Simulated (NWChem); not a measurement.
# SSn in NWChem

```xyz
2

Sn     0.0000     0.0000     0.5388
S      0.0000     0.0000    -1.6838
```
Charge 0, spin multiplicity 1.

All runs are NWChem calculations. The geometry was optimised at PBE0/def2-SVP with def2 effective core potentials on Sn, a minimum by its harmonic frequencies.

Symmetry labels belong to the abelian group C2v used in the runs, with the axes of the coordinates shown; states degenerate in a higher group split over its labels.

Effective core potentials replace the inner electrons of Sn; spin-orbit coupling is left out. The structure started from a generated list of species.

Q: List the lowest 3 singlet excitations that CIS/def2-SVPD with def2 effective core potentials on Sn gives, with oscillator strengths.

A: 
| state | symmetry | energy (eV) | wavelength (nm) | f |
|---|---|---|---|---|
| 1 | a2 | 3.56 | 348 | 0.000 |
| 2 | a2 | 3.73 | 332 | 0.000 |
| 3 | a1 | 3.73 | 332 | 0.000 |
